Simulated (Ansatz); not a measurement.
Basis-set extrapolation for C5H8OS, SMILES `O=C1CCCSC1` (PBE0-D4/def2-TZVP geometry, frozen core, Ansatz). Multiplicity 1, RHF reference.

```
                      def2-TZVPP   def2-QZVPP
                 HF  -666.508513  -666.531788
    MP2 correlation    -1.234011    -1.320742
CCSD(T) correlation    -1.342885      not run
```

Energies in hartree. Use E(X) = E(∞) + A·exp(−7.88·√X) for Hartree–Fock and E(X) = E(∞) + B·X^(−2.97) for correlation, with X = 3 and 4, and add CCSD(T) minus MP2 of the smaller set to the MP2 limit.

Problem. What is the CCSD(T) energy at the basis-set limit?

Solution. HF limit: -666.531788 + (-0.023275) × 0.13774 = -666.53499. MP2 limit: -1.320742 + (-0.086731) × 0.74074 = -1.38499. Higher-order term: -1.342885 − (-1.234011) = -0.10887. Total: -668.02885 hartree, 465.9 kJ/mol below CCSD(T)/def2-TZVPP.
